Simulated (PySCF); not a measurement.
# Static response to an electric field

Species: C7H9N.
Structure used (GFN2-xTB), in Å, numbered top down from 1:
```xyz
17
C7H9N angstrom
C     -2.2994    0.5088    0.5091
C     -1.4050    0.0433   -0.6422
C     -0.0019   -0.1733   -0.1588
C      0.9332    0.8549   -0.1531
C      2.2040    0.6147    0.3413
C      2.4954   -0.6554    0.8148
N      1.6172   -1.6432    0.8192
C      0.4074   -1.4031    0.3481
H     -3.3172    0.6653    0.1591
H     -2.3137   -0.2362    1.3017
H     -1.9277    1.4429    0.9251
H     -1.4117    0.7973   -1.4326
H     -1.8005   -0.8881   -1.0527
H      0.6661    1.8310   -0.5351
H      2.9502    1.3941    0.3575
H      3.4735   -0.8983    1.2083
H     -0.2767   -2.2426    0.3737
```

Level: B3LYP/def2-SVPD (PySCF), static field, nuclei fixed, core orbitals frozen in the response. The polarisability tensor in these axes (au):

```
x   108.89  -0.14  10.46
y    -0.14  86.84  -6.97
z    10.46  -6.97  64.76
```

**Question.** Give the principal values, the mean and the anisotropy Δα = √{½[(α1 − α2)² + (α2 − α3)² + (α1 − α3)²]}.

**Answer.** Principal values 60.65, 88.48 and 111.37 au; mean 86.83 au = 12.87 Å³ = 14.32 × 10⁻⁴⁰ C²·m²/J; Δα = 43.99 au (51 % of the mean).

**Question.** What is the dipole moment, and where does it point?

**Answer.** (-1.06, 2.09, -0.86) D, 2.50 D in size, pointing from the negative to the positive side. Measured along this direction, the outermost atoms are H16 at the negative end and H9 at the positive end.

**Question.** What are the principal values of the traceless quadrupole moment, Θ = ½Σq(3rr − r²1), about the centre of nuclear charge?

**Answer.** -5.78, -2.95, 8.73 D·Å. The values depend on the origin, since the dipole doesn't vanish. The electronic extent ⟨r²⟩ about the same centre is 992 bohr², a root-mean-square distance of 2.19 Å for the 58 electrons.

**Question.** Refractivity n − 1 of an ideal gas of it at 400 K and 1 atm, from the electronic α?

**Answer.** N = p/kT = 1.8347 × 10¹⁹ cm⁻³, so n − 1 = 2π × N × 12.87 × 10⁻²⁴ cm³ = 1483 × 10⁻⁶ at long wavelengths, for an ideal gas.

**Question.** Find the Langevin capture rate constant for NO+ (29.998 u) meeting this molecule (107.073 u), k = 2.342 × 10⁻⁹ cm³/s × √(α in Å³ / reduced mass in u).

**Answer.** The reduced mass is 23.43 u, so k = 1.74 × 10⁻⁹ cm³/s. The formula leaves out the permanent dipole, which adds to the capture rate.

One conformer (not necessarily the lowest) at the GFN2-xTB geometry, without solvent, vibrations or thermal averaging.
